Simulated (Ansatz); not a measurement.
```xyz
13

N    -0.684    2.344   -0.080
C     0.204    1.200   -0.251
Si   -0.719   -0.410    0.100
Si    0.732   -2.245    0.013
H    -0.206    3.213   -0.285
H    -1.016    2.404    0.874
H     1.123    1.230    0.357
H     0.529    1.159   -1.296
H    -1.828   -0.595   -0.875
H    -1.318   -0.334    1.465
H     1.360   -2.353   -1.333
H     0.002   -3.512    0.292
H     1.821   -2.101    1.018
```

The species carries charge 0 and has multiplicity 1.

Task: List the CAM-B3LYP/def2-TZVPP orbital energies in eV (Ansatz 0.2.0). (Estimate.)

Result: Ansatz gave: Occupied: -1800.68, -1800.63, -391.15, -279.28, -145.30, -145.25, -100.62, -100.62, -100.61, -100.57, -100.56, -100.55, -26.29, -20.31, -17.23, -15.87, -14.81, -14.28, -12.99, -11.41, -11.28, -10.72, -10.40, -9.43, -8.42. Lowest empty: 1.17, 1.59, 1.62, 1.98, 2.05, 2.55, 2.97, 3.22.
